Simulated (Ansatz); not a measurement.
Stepwise reaction of `O[SiH](O)[SiH](F)F` with hydrogen, as a gas-phase model of exchange steps in deposition or etching. ΔE in kJ/mol.

Isolated molecules relaxed with PBE0-D4/def2-TZVP in Ansatz; ΔE leaves out vibrations. CBS: MP2 limit from def2 TZ/QZ plus the TZ coupled-cluster correction, frozen cores. This one scheme is used for every species. DFT in def2-TZVPP. B3LYP here is the variant with VWN-RPA as its local correlation; programs differ in this. One conformer a species, not always the lowest.

```json
{"step": "1", "reaction": "`O[SiH](O)[SiH](F)F` + H₂ → `O[SiH](O)[SiH2]F` + H–F", "PBE-D4": "118.1", "B3LYP-D4": "127.5", "ωB97M-V": "126.4", "CCSD(T)/CBS": "123.6"}
{"step": "2", "reaction": "`O[SiH](O)[SiH2]F` + H₂ → `O[SiH](O)[SiH3]` + H–F", "PBE-D4": "91.0", "B3LYP-D4": "101.5", "ωB97M-V": "99.6", "CCSD(T)/CBS": "96.3"}
```

Task: By hand: ΔE of the 2 steps together at CCSD(T)/CBS.

Result: (123.6) + (96.3) = 219.9 kJ/mol, or 109.9 kJ/mol a step.

In ΔE each step is lower than the one before. All are uphill at CCSD(T)/CBS. PBE-D4 differs from CCSD(T)/CBS by -5.5 to -5.3 kJ/mol a step. Only this route is followed, and other bonds may react first. Isolated molecules leave out the surface, adducts and barriers. Largest T1 diagnostic: 0.013.
